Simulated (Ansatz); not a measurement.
Cr2F6, relaxed as a singlet with RKS B3LYP-D4/def2-SVP in Ansatz, starting from the GFN2-xTB geometry. Force threshold 0.02 eV/Å.

The restricted singlet is unstable towards broken spin symmetry in Hartree–Fock (as tested in another run); at B3LYP-D4/def2-SVP this wasn't settled. Another isomer (singlet) lies 2.44 eV lower at PBE0-D4/def2-TZVP; other spin states weren't run for this one.

Start:

Cartesian coordinates in Å:
```
Cr -0.090 -0.583 1.417
Cr 0.090 0.583 -1.418
F 1.439 1.347 -2.006
F 1.050 0.339 0.206
F 1.152 -0.515 2.513
F -1.439 -1.346 2.006
F -1.153 0.511 -2.513
F -1.049 -0.337 -0.205
```

(1) Estimate the energy that the relaxation releases and the steps that it takes.

(2) Does the start keep its bonding and symmetry?

(3) Predict the relaxed structure.

Results:

(1) 3.4 kcal/mol, in 6 steps; 25 s on 4 threads of Arm Neoverse V2 on a shared host. No frequencies were taken in this run, so the end may be a saddle point.

(2) By distances, no bond broke or formed. The bond that changes most is Cr1–F5, from 1.66 to 1.69 Å (atoms count from 1). Point group D2h at the start, C2h at the end, both within 0.05 Å.

(3) 
```xyz
8

Cr   -0.067   -0.641    1.394
Cr    0.067    0.640   -1.394
F     1.419    1.355   -2.120
F     1.080    0.347    0.211
F     1.103   -0.543    2.614
F    -1.418   -1.359    2.119
F    -1.105    0.548   -2.612
F    -1.079   -0.348   -0.211
```
Bond lengths (bridged metal pairs left out): 8 × Cr–F 1.69 to 1.92 Å.
